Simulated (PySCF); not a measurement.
Q: Give a PBE0-D3(BJ)/def2-SVP geometry of [PtCl6]2-, `[Cl][Pt-2]([Cl])([Cl])([Cl])([Cl])[Cl]`. (Charge -2 and singlet state.)

A: 
```
atom  x, y, z in Å
Pt1    0.0129   -0.0148   -0.0095
Cl2   -0.0037   -0.0290    2.3505
Cl3    0.0265   -0.0015   -2.3693
Cl4    2.3731    0.0134    0.0032
Cl5   -2.3473   -0.0402   -0.0255
Cl6   -0.0022    2.3455   -0.0010
Cl7    0.0326   -2.3754   -0.0169
```

Any rigid rotation of these coordinates is as good. Atoms count from 1 in this order. Pt1 (platinum bonded to 6 Cl) is octahedral (the three widest angles are 179.9°, 179.9° and 179.9°, the others run from 89.7° to 90.3°). All 6 Cl–Pt bonds measure 2.360 to 2.361 Å.

Bonds between heavy atoms (Å): Pt1–Cl2 2.360, Pt1–Cl3 2.360, Pt1–Cl4 2.360, Pt1–Cl5 2.360, Pt1–Cl6 2.360, Pt1–Cl7 2.361.

Computed, not measured: PBE0-D3(BJ)/def2-SVP geometry optimisation, gas phase, def2 core potentials past Kr in PySCF.

Point group: Oh (every atom within 0.08 Å of its image). Whether it is a minimum is left open (no frequencies). Whether so highly charged an anion holds all its electrons in the gas phase wasn't checked; a finite basis holds them in any case. No counter-ion or solvent screens the charge of this multiply charged ion. The geometry's basis has no diffuse functions, a weakness for an anion.

Hardware: one thread of an AMD EPYC 9R45, on a shared host. Cost: 56 s, 0.59 GiB resident at most. This is the geometry optimisation.
